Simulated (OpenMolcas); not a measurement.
## neutral hafnium: CASPT2 settings compared

* Program: OpenMolcas
* Basis: ANO-RCC-VDZP [7s6p4d2f1g]
* Scalar Hamiltonian: DKH4, point nucleus
* Active space: 4 electrons in 6 orbitals (5d 6s)
* State averaging: 2S+1 = 5 even, 15 roots (10 in the spin-orbit step); 2S+1 = 3 even, 55 roots; 2S+1 = 1 even, 50 roots (24 in the spin-orbit step)
* Spin-orbit coupling: state interaction with AMFI integrals over the reference wave functions, term energies averaged over their components

Methods on the same reference wave functions:
A. CASSCF
B. SS-CASPT2, IPEA 0 Eh, imaginary shift 0.25 Eh (closed shells correlated: 5s 5p)
C. SS-CASPT2, IPEA 0.4 Eh, imaginary shift 0.15 Eh (closed shells correlated: 5s 5p)
D. MS-CASPT2, IPEA 0 Eh, imaginary shift 0.25 Eh (closed shells correlated: 5s 5p)
E. MS-CASPT2, IPEA 0.4 Eh, imaginary shift 0.15 Eh (closed shells correlated: 5s 5p)
F. XMS-CASPT2, IPEA 0.2 Eh, real shift 0.3 Eh (closed shells correlated: none)

Energies in cm-1 above 5d2 6s2 3F2, the measured ground level; measured values from NIST Handbook of Basic Atomic Spectroscopic Data.

```
      Level      A      B      C      D      E      F  Measured
5d2 6s2 3F2    0.0    0.0    0.0    0.0    0.0    0.0       0.0
5d2 6s2 3F3   2136   2160   2230   2200   2250   2190      2357
5d2 6s2 3F4   4234   4270   4320   4330   4370   4330      4568
5d2 6s2 3P0   4243   4300   4470   3930   4160   4800      5522
5d2 6s2 3P1   5067   5210   5400   4890   5140   5740      6573
 5d3 6s 5F1   8555  13970  13620  14090  13730  13200          
 5d3 6s 5F2   9195  14620  14270  14740  14380  13850          
 5d3 6s 5F3  10106  15560  15200  15680  15320  14780          
 5d3 6s 5F4  11199  16690  16340  16810  16450  15920          
5d2 6s2 1G4  11420  11880  11470  11820  11390  12190     10533
 5d3 6s 5F5  12456  17900  17560  18020  17670  17130          
 5d3 6s 5P1  17815  21860  21940  21920  21990  21800          
 5d3 6s 5P2  18260  22220  22320  22230  22320  22140          
 5d3 6s 5P3  19239  23370  23410  23490  23520  23310
```

Deviations, from unrounded energies. A percentage is the sum of absolute deviations over the sum of measured energies, with the sign that they share, or ± where signs differ.

| Against measurement | Levels | A | B | C | D | E | F |
| --- | --- | --- | --- | --- | --- | --- | --- |
| mean absolute deviation (cm-1) | 5 | 850 | 890 | 710 | 990 | 790 | 720 |
| fine structure of the ground term (%) | 2 | -8.0 | -7.0 | -5.4 | -5.8 | -4.3 | -5.9 |
| other terms of the ground configuration (%) | 3 | ±16.2 | ±17.4 | ±14.0 | ±20.2 | ±16.1 | ±14.1 |

C, F lie about equally close to measurement and D furthest from it. The largest miss of C in the table is 5d2 6s2 3P1, by -1200 cm-1. The ranking rests on the paired levels alone, and a cruder setting can come out closer through cancelling errors.

Among B to F the level of the table that moves most is 5d3 6s 5F5, by 890 cm-1 (lowest in F, highest in D). Moves below CASPT2's spread within the term are not significant.

The mean deviations of B to F differ by less than CASPT2's widest spread within a term (700 cm-1), so their order carries little weight.

From A to B the spin-free energies of the other terms of 5d2 6s2 shown, above 3F, scale by factors of 1.03 to 1.05.

The lowest spin-free term lies below A's lowest term by 0.212 hartree in B, 0.202 hartree in C, 0.213 hartree in D, 0.202 hartree in E, 0.034 hartree in F.

CASPT2 does not keep the components of a term degenerate, so their means are used; among the terms shown or strongly mixed into the levels shown the widest spread is 700 cm-1 (5d2 6s2 1G, D). Over all roots computed the reference weight is 0.90 to 0.96 in C, 0.90 to 0.96 in E; the roots of lowest weight are the least certain, and an intruder state may touch them. Some high roots are left out of the spin-orbit mixing, which shifts the levels that they would mix with. A single d shell beside an s shell can misplace configurations of different d count against each other. Without dynamic correlation excited terms often stand tens of per cent too high (terms of higher spin than the ground term too low), and those without a measured partner can miss by more than the paired ones (holds for A). Some terms miss by over 15 % even with CASPT2, which points to a basis or an active space too small for the shells correlated (holds for B; C; D; E; F). Measured partners are found by configuration, term and J. A level has none where our copy of the source lacks it or the pairing is in doubt (some pairs that miss far off the trend of their configuration count as doubtful), and it then counts in no deviation. Only configurations of the active space appear. The table leaves out levels that lie high or whose names do not pair safely across all columns.
